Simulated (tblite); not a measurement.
Species: C₃H₁₀NOSi₂ (doublet state).
Numbering: `[CH3:1][N:2][Si@H:3]1[CH2:4][CH2:5][SiH2:6][O:7]1` (hydrogens: H8, H9, H10 on C1; H11 on Si3; H12, H13 on C4; H14, H15 on C5; H16, H17 on Si6)

Structure optimised with GFN2-xTB, isolated species. This method treats the open shell by occupation alone, without spin polarisation.

Problem. List the bond lengths, angles and torsions at this level.

Solution. 
```tsv
bond	length (bohr)	order
C1–N2	2.658	single
N2–Si3	3.134	single
Si3–C4	3.718	single
C4–C5	2.853	single
C5–Si6	3.629	single
Si6–O7	3.059	single
Si3–O7	3.110	single
C1–H8, C1–H9, C1–H10	2.070	single
Si3–H11	2.767	single
C4–H12	2.052	single
C4–H13	2.054	single
C5–H14	2.060	single
C5–H15	2.062	single
Si6–H16	2.755	single
Si6–H17	2.756	single
```

Bonds in one row agree within 0.02 bohr and their mean is given. Orders are formal, as drawn. A selection of angles:
```tsv
angle	degrees
N2–C1–H8	109.7
N2–C1–H9	114.3
H8–C1–H9	109.8
H8–C1–H10	107.5
C1–N2–Si3	131.4
N2–Si3–C4	105.9
N2–Si3–O7	109.1
N2–Si3–H11	128.5
C4–Si3–O7	98.1
C4–Si3–H11	106.9
O7–Si3–H11	104.2
Si3–C4–C5	106.7
Si3–C4–H12	107.8
Si3–C4–H13	109.0
C5–C4–H12	111.1
C5–C4–H13	113.3
H12–C4–H13	108.7
C4–C5–Si6	107.9
C4–C5–H14	110.8
C4–C5–H15	109.9
Si6–C5–H14	112.1
Si6–C5–H15	108.7
H14–C5–H15	107.4
C5–Si6–O7	98.8
C5–Si6–H16	113.0
C5–Si6–H17	111.7
O7–Si6–H16	107.2
O7–Si6–H17	109.9
H16–Si6–H17	114.9
Si3–O7–Si6	119.9
```

Dihedral angles: C1–N2–Si3–C4 97° (anticlinal); N2–Si3–C4–C5 133° (anticlinal); Si3–C4–C5–Si6 -29° (synperiplanar); C4–C5–Si6–O7 28° (synperiplanar); C5–Si6–O7–Si3 -14° (synperiplanar); N2–Si3–O7–Si6 -110° (anticlinal).

The O–Si distances run from 1.619 Å (Si6–O7, drawn single) to 1.646 Å (Si3–O7, drawn single), a spread of 0.027 Å. Si3 (silicon bonded to C, N, O and H) has angles from 98.1° to 128.5°. The 5-membered ring Si3–C4–C5–Si6–O7 has internal angles of 98.1° to 119.9°; it is puckered, 0.14 Å rms from its mean plane, widest ring torsion 29°. The 2 C–Si bonds span 1.921 Å (C5–Si6, drawn single) to 1.968 Å (Si3–C4, drawn single), a spread of 0.047 Å. O7 (oxygen bonded to 2 Si) is bent (angle 119.9°). Si6 (silicon bonded to C, O and 2 H) is distorted tetrahedral (angles from 98.8° to 114.9°).

Point group: C1 (no symmetry element, even within 0.4 Å). GFN2-xTB frequencies show an imaginary mode (27i cm⁻¹), so the point is no minimum at that level.

One conformer stands for the species.

These are computed values.
